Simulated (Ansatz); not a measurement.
`C[S][Cd][SH]` + H–F → `C[S][Cd][F]` + H₂S  (ligand exchange at a Cd–S bond)

Gas-phase electronic energies from Ansatz, PBE0-D4/def2-TZVP geometries. CCSD(T)/CBS is the MP2 limit (def2-TZVPP, def2-QZVPP) plus CCSD(T) − MP2 in def2-TZVPP, frozen cores. This one scheme is used for every species. Elements past krypton have def2 core potentials. For Cd outer-core shells are correlated without core-valence functions, which leaves a few kJ/mol of doubt a bond. One conformer a species, not always the lowest.

```csv
species,CCSD(T)/CBS(def2) energy (Eh)
`C[S][Cd][SH]`,-1003.77655
H–F,-100.39570
`C[S][Cd][F]`,-705.17805
H₂S,-398.97279
```

Problem. Work out ΔE.

Solution. ΔE = (-705.17805) + (-398.97279) − (-1003.77655) − (-100.39570) = 0.02141 Eh = +0.58 eV.

Largest T1 diagnostic among the species: 0.015.

From BLYP to BHLYP (50 % exact exchange), in def2-TZVPP and without D4, ΔE moves by +0.15 eV. Leaving LDA and LC-ωPBE aside and taking each functional with its dispersion term where it has one, the values, not all of them listed here, spread over 0.24 eV, from BLYP-D4 to PBE-QIDH. LDA lies +0.12 eV from PBE without D4. The D4 term adds +0.05 eV with B3LYP and +0.03 eV with PBE0; it sums over pairs of atoms, weighted by their polarisabilities, and B3LYP, whose exchange is more repulsive, gets the larger term.

B3LYP here is the variant with VWN-RPA as its local correlation; programs differ in this.
